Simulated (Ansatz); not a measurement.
Species: SiH5, charge -1, multiplicity 1. 
Geometry from a B3LYP-D3(BJ)/def2-TZVP (Ansatz, an electronic-structure program) optimisation:
```xyz
6

Si     0.0000     0.0000     0.0000
H     -0.0176    -0.0230     1.6156
H      0.0176     0.0230    -1.6156
H      1.5301     0.0063     0.0168
H     -0.7707     1.3219     0.0104
H     -0.7594    -1.3282    -0.0272
```
Charge -1, spin multiplicity 1.

Basis-set convergence of Hartree-Fock and CCSD(T) correlation energies (hartree) with Ansatz. Correlated levels leave the core frozen unless marked. Spin-orbit coupling is left out. No relativistic terms.

```
basis        functions       E(HF)  E(corr, CCSD(T))
-----------  ---------  ----------  ----------------
def2-SVPD           64  -291.66320          -0.19889
def2-TZVPPD        133  -291.76920          -0.22765
def2-QZVPPD        241  -291.77918          -0.23651
```

Extrapolating the two largest sets (X = 3 and 4) as X^-3: E(corr) = (64·(-0.23651) - 27·(-0.22765))/37 = -0.2430 Eh, an estimate of the basis-set limit. The largest set recovers 97.3 % of it, the smallest 81.9 %.
